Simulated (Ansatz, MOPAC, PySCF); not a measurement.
Complex: SiH4 (SMILES [SiH4]) (first 5 atoms) with CH4O (SMILES CO); geometry from B3LYP-D3(BJ)/def2-TZVP, rigid monomers moved along the line of their centres of mass till Si1···O7 is 4.26 Å.
(charge 0, multiplicity 1):
| atom | x (Å) | y (Å) | z (Å) |
|---|---|---|---|
| Si | -0.1789 | -0.1402 | 0.2736 |
| H | -1.1339 | -0.8896 | 1.1193 |
| H | -0.3235 | 1.3151 | 0.4987 |
| H | -0.5125 | -0.4172 | -1.1472 |
| H | 1.2073 | -0.5807 | 0.5267 |
| C | -0.1603 | -0.3433 | 5.2851 |
| O | 0.5237 | 0.5534 | 4.4178 |
| H | -0.0454 | -0.0599 | 6.3362 |
| H | 0.2892 | -1.3240 | 5.1392 |
| H | -1.2262 | -0.4121 | 5.0457 |
| H | 0.1445 | 1.4326 | 4.5153 |

Counterpoise-corrected where a basis set is named; no monomer relaxation. Rows marked so take none.

Rows in STO-3G carry no dispersion term and start afresh at each structure. The state reached by PM7 isn't checked; PM7 holds dispersion and hydrogen-bond terms.

The values were computed with Ansatz (an electronic-structure program) with Gaussian orbitals; MOPAC for PM7 (differences of heats of formation); PySCF for STO-3G rows, the dispersion terms. Values without a source in brackets are computed.

Question: Predict the interaction energy from HF/STO-3G (no counterpoise).

Answer: -0.2 kcal/mol

Question: What is the computed interaction energy (PM7)?

Answer: -0.6 kcal/mol

Question: Predict the interaction energy from PBE0-D4/def2-TZVPPD.

Answer: -0.9 kcal/mol
